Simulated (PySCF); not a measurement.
How good is the calculation?

Geometry:
| atom | x (Å) | y (Å) | z (Å) |
| --- | --- | --- | --- |
| F1 | -2.274 | 1.469 | 0.269 |
| C2 | -1.167 | 0.750 | 0.136 |
| C3 | -0.025 | 1.363 | -0.364 |
| C4 | 1.126 | 0.597 | -0.497 |
| F5 | 2.235 | 1.142 | -0.969 |
| C6 | 1.146 | -0.751 | -0.143 |
| F7 | 2.249 | -1.468 | -0.277 |
| C8 | -0.021 | -1.328 | 0.358 |
| F9 | 0.003 | -2.605 | 0.699 |
| C10 | -1.189 | -0.590 | 0.503 |
| H11 | -0.023 | 2.416 | -0.645 |
| H12 | -2.093 | -1.056 | 0.893 |

What is known from experiment: δ ¹⁹F F1 -114.2; F5/F9 -132.1; F7 -166.3 ppm (measured; G. Saielli, R. Bini, A. Bagno, Computational 19F NMR. 2. Organic compounds, RSC Adv. 2014, ESI (exp. from Berger-Braun-Kalinowski 1994 and Everett 1995)).

Theoretical values (PySCF 2.14.0 with density-fitted response routines): NMR shieldings at PBE0/pcSseg-1/GIAO, structure optimised with PBE0-D3(BJ)/def2-SVP. Non-relativistic Hamiltonian, averaged over atoms made equivalent by symmetry, fast rotation or ring inversion, no solvent model, a single conformation.

(1) How close does the calculation come?

(2) How far are the unscaled ¹⁹F shifts from the references?

Answers

(1) 
Reference values: measured (G. Saielli, R. Bini, A. Bagno, Computational 19F NMR. 2. Organic compounds, RSC Adv. 2014, ESI (exp. from Berger-Braun-Kalinowski 1994 and Everett 1995)).
```json
{"atoms": "F1", "quantity": "δ ¹⁹F vs CFCl3", "reference": "-114.2", "computed": "-112.3", "computed, scaled": "-111.7"}
{"atoms": "F5/F9", "quantity": "δ ¹⁹F vs CFCl3", "reference": "-132.1", "computed": "-132.6", "computed, scaled": "-130.9"}
{"atoms": "F7", "quantity": "δ ¹⁹F vs CFCl3", "reference": "-166.3", "computed": "-175.3", "computed, scaled": "-171.1"}
```

Computed shifts are σ(ref) − σ with the named reference compound (TMS for H and C) calculated as an isolated molecule at the same level. The measured values may be among those fitted. Shieldings were converted by a linear fit to measured shifts: ¹⁹F: δ = 160.80 − 0.941σ +14.7 on sp3 carbon (rms 6.9 ppm, 213 shifts, 7.8 ppm with the 5 outliers that the fit left out vs CFCl3, solution or neat liquid). A few per cent of atoms miss by over 2 rms, more outside the fitted compound classes.

(2) Mean signed difference -2.53 ppm, mean absolute 3.80 ppm over 3 comparisons; the largest is -9.0 ppm at F7 (aryl fluorine).
